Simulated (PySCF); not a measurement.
C₄H₄Cl₂.

```xyz
10

Cl     0.2780    -2.8643     0.0000
C     -0.9313    -1.6146     0.0000
C     -0.6597    -0.2980     0.0000
C      0.6597     0.2980     0.0000
C      0.9313     1.6146     0.0000
Cl    -0.2780     2.8643     0.0000
H     -1.9500    -2.0048     0.0000
H     -1.5183     0.3792     0.0000
H      1.5183    -0.3792     0.0000
H      1.9500     2.0048     0.0000
```
Charge 0, spin multiplicity 1.

Geometry: B3LYP-D3(BJ)/def2-SVP. One conformer was computed; it need not be the lowest.

Computed with PBE/pcSseg-1 in PySCF. Non-relativistic, no solvent.

Computed absolute GIAO shielding of each atom: isotropic value and principal components (ppm):
| atom | σ(iso) | σ11 | σ22 | σ33 | span |
|---|---|---|---|---|---|
| Cl1 | 696.4 | 433.7 | 779.2 | 876.3 | 442.7 |
| C2 | 44.2 | -34.9 | 57.4 | 110.1 | 145.0 |
| C3 | 51.1 | -58.2 | 59.9 | 151.5 | 209.7 |
| C4 | 51.1 | -58.2 | 59.9 | 151.5 | 209.7 |
| C5 | 44.2 | -34.9 | 57.4 | 110.1 | 145.0 |
| Cl6 | 696.4 | 433.7 | 779.2 | 876.3 | 442.7 |
| H7 | 25.1 | 20.4 | 26.0 | 28.8 | 8.5 |
| H8 | 24.4 | 21.5 | 21.6 | 30.2 | 8.7 |
| H9 | 24.4 | 21.5 | 21.6 | 30.2 | 8.7 |
| H10 | 25.1 | 20.4 | 26.0 | 28.8 | 8.5 |
